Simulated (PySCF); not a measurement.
Work out the structure from these simulated measurements.

Formula: C11H13OPS.

| Property | Result |
| --- | --- |
| 13C NMR | chemical shifts (computed TMS as zero) by class: 214.0 (1 C), 141.7 (1 C), 141.5 (2 C), 139.8 (1 C), 137.3 (2 C), 39.3 (2 C), 35.8 (2 C) ppm [GIAO CAM-B3LYP/pcSseg-1] |
| Dipole | 4.79 D [CAM-B3LYP/def2-SVPD] |
| Polarisability | 170.4 au [CAM-B3LYP/def2-SVPD] |
| 1H NMR | chemical shifts (computed TMS as zero) by class: 8.10 (2 H), 7.63 (1 H), 7.59 (2 H), 3.34 (2 H), 2.34 (2 H), 2.16 (2 H), 1.64 (2 H) ppm [GIAO CAM-B3LYP/pcSseg-1] |
| NMR, other nuclei | isotropic shieldings of nuclei other than C and H, by class: -371 (1 O), 283 (1 P), 790 (1 S) ppm [GIAO CAM-B3LYP/pcSseg-1] |
| Rotational structure | rotational constants A, B, C: 1.084, 0.347, 0.299 GHz [PBE0-D3(BJ)/def2-SVP] |
| UV, first state | lowest singlet excitation: 4.34 eV (286 nm, f = 0.000) [TDDFT CAM-B3LYP/def2-SVPD] |
| Triplet | lowest triplet excitation (Tamm–Dancoff): 3.77 eV [TDA CAM-B3LYP/def2-SVPD] |

Electronic properties: PySCF, gas phase, density fitting. Levels stand in brackets. The structure is a single PBE0-D3(BJ)/def2-SVP conformer in the gas phase; no vibrational or solvent corrections. NMR classes are plain means over equivalent atoms (diastereotopic ones count apart unless rotation or inversion swaps them), as if these changed places fast.

**Question.** Give a SMILES that accounts for the data.

**Answer.** Numbering: `[O:1]=[C:2]1[CH2:3][CH2:4][P:5](=[S:6])([c:7]2[cH:8][cH:9][cH:10][cH:11][cH:12]2)[CH2:13][CH2:14]1`. 11 carbons fall into 7 classes; from least to most shielded: ketone carbonyl carbon [C2] (214.0 ppm), aromatic CH carbon [C10] (141.7 ppm), aromatic CH carbon [C8/C12] (141.5 ppm, 2 C, up to 8.8 ppm apart in this geometry), substituted aromatic carbon [C7] (139.8 ppm), aromatic CH carbon [C9/C11] (137.3 ppm, 2 C), sp3 carbon next to a carbonyl [C3/C14] (39.3 ppm, 2 C), ring sp3 carbon bound to phosphorus [C4/C13] (35.8 ppm, 2 C). Hydrogen classes from least to most shielded: 2 H on the ortho carbons, C8/C12 (8.10 ppm, a mean of values up to 1.4 ppm apart in this geometry), 1 H on the para carbon, C10 (7.63 ppm), 2 H on the meta carbons, C9/C11 (7.59 ppm), 2 H on 2 like atoms (sp3 carbon next to a carbonyl), C3/C14 (3.34 ppm), 2 H on 2 like atoms (sp3 carbon next to a carbonyl), C3/C14 (2.34 ppm), 2 H on 2 like atoms (sp3 carbon bound to phosphorus), C4/C13 (2.16 ppm), 2 H on 2 like atoms (sp3 carbon bound to phosphorus), C4/C13 (1.64 ppm). The other shieldings belong to: -371 ppm, ketone oxygen [O1]; 283 ppm, phosphorus bonded to 3 C and S [P5]; 790 ppm, sulfur bonded to P [S6]. By its constants the optimised geometry is an asymmetric top. Structure: `O=C1CCP(=S)(C2=CC=CC=C2)CC1` (1-phenylphosphinan-4-one 1-sulfide). The assignments are read from this structure; whether some other isomer fits the data as well wasn't checked.
